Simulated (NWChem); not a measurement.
Molecule: C3H10Si; SMILES [SiH](C)(C)C

```xyz
14

Si     0.0000     0.0000     0.3777
C     -1.7019     0.5401    -0.2230
C      1.3187     1.2039    -0.2230
C      0.3832    -1.7440    -0.2230
H      0.0000     0.0000     1.8793
H     -1.7452     0.5538    -1.3241
H     -2.4865    -0.1443     0.1365
H     -1.9480     1.5517     0.1365
H      2.3178     0.9112     0.1365
H      1.3522     1.2345    -1.3241
H      1.1183     2.2255     0.1365
H      0.3930    -1.7883    -1.3241
H     -0.3698    -2.4629     0.1365
H      1.3682    -2.0812     0.1365
```
Atoms are numbered in this order, from 1.

Results from NWChem. Geometry: optimised at PBE0/def2-SVP.

For level B3LYP/def2-TZVPD:

* **highest occupied level (eV)**: -8.33
* **orbital gap (eV)**: 8.36

Question: Estimate the same quantities for level LDA (Slater exchange, VWN5)/def2-TZVPD.

Answer: The highest occupied level (eV) is -7.32 and the orbital gap (eV) comes out as 6.95.
